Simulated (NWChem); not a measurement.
Species: CH₃F₂Sb; SMILES [F][Sb]([CH3])[F]

Program: NWChem. All runs use the structure optimised with PBE0/def2-SVP. def2 effective core potentials on Sb; no spin-orbit coupling. Ions are spin-unrestricted doublets at the neutral geometry; other ion states weren't tried. Functional: LC-ωPBE (HJS hole) with def2-SVP; rows give the range parameter ω in 1/bohr.

| range parameter (1/bohr) | vertical ionisation energy, ΔSCF (eV) | −ε(HOMO) (eV) | ΔSCF minus −ε(HOMO) (eV) |
|---|---|---|---|
| 0.05 | 9.71 | 7.22 | 2.49 |
| 0.10 | 9.73 | 7.91 | 1.82 |
| 0.15 | 9.79 | 8.51 | 1.28 |
| 0.50 | 10.36 | 10.68 | -0.32 |
| 0.80 | … | … | … |

**Question.** Some entries are withheld; supply them.

**Answer.** 
- 0.80, vertical ionisation energy, ΔSCF (eV): 10.57
- 0.80, −ε(HOMO) (eV): 11.25
- 0.80, ΔSCF minus −ε(HOMO) (eV): -0.68
